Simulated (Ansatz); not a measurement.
C₂H₈AlB, SMILES `B[CH2][AlH][CH3]` from Hartree–Fock to CCSD(T)

Cartesian coordinates in Å:
```
B 1.0370 -1.3992 -0.9285
C 0.3612 -0.1565 -1.4434
Al 0.1857 0.9389 0.2123
C -1.1927 0.5424 1.5264
H 0.3970 -2.2845 -0.4289
H 2.2348 -1.4863 -0.9116
H 0.9219 0.4935 -2.1189
H -0.6971 -0.2472 -1.7161
H 1.1478 2.1916 0.3736
H -1.8374 1.4093 1.7043
H -0.7335 0.2991 2.4915
H -1.8248 -0.3011 1.2393
```

Total charge 0; spin multiplicity 1. Geometry: relaxed with PBE0-D4/def2-TZVP. It is one conformer, not always the lowest. Frozen core, restricted reference, Ansatz. CBS rows extrapolate triple and quadruple zeta; past MP2 they add the triple-zeta difference.

```
     basis     HF (Eh)  MP2 corr.
  def2-SVP  -346.83330   -0.44315
def2-TZVPP  -347.03316   -0.54335
def2-QZVPP  -347.04554   -0.57770
```

Task: Estimate the CCSD correlation energy and the (T) correction in each basis where they were run (hartree).

Result: 
```
     basis  CCSD corr.       (T)
  def2-SVP    -0.50066  -0.01424
def2-TZVPP    -0.59509  -0.02213
 CBS(def2)    -0.65489     as TZ
```
